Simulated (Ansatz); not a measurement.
Start from `CCOBS` and change one atom or group to get `F[SiH2]OBS`.

Ansatz, PBE0-D4/def2-TZVP geometries, multiplicity 1. Each molecule was computed in one conformer, which needn't be the lowest.

```json
{"property": "LUMO energy (PBE0/def2-TZVPP) / eV", "`CCOBS`": "0.01"}
{"property": "HOMO–LUMO gap (B3LYP/def2-TZVPP) / eV", "`CCOBS`": "7.04"}
{"property": "size of the dipole moment (PBE/def2-TZVPP) / D", "`CCOBS`": "2.00"}
{"property": "size of the dipole moment (ωB97M-V/def2-TZVPP) / D", "`CCOBS`": "2.14"}
{"property": "HOMO energy (PBE0/def2-TZVPP) / eV", "`CCOBS`": "-7.49"}
{"property": "LUMO energy (B3LYP/def2-TZVPP) / eV", "`CCOBS`": "-0.20"}
```

Problem. Give the same properties after the change, and the shifts. (An estimate is asked.)

Solution. The calculation gave: 
```tsv
property	`F[SiH2]OBS`	shift
LUMO energy (PBE0/def2-TZVPP) / eV	-0.44	-0.45
HOMO–LUMO gap (B3LYP/def2-TZVPP) / eV	7.07	0.03
size of the dipole moment (PBE/def2-TZVPP) / D	1.48	-0.52
size of the dipole moment (ωB97M-V/def2-TZVPP) / D	1.50	-0.64
HOMO energy (PBE0/def2-TZVPP) / eV	-7.97	-0.48
LUMO energy (B3LYP/def2-TZVPP) / eV	-0.64	-0.44
```

Dipoles are sizes alone; their direction can turn.

B3LYP here is the variant with VWN-RPA as its local correlation; programs differ in this.
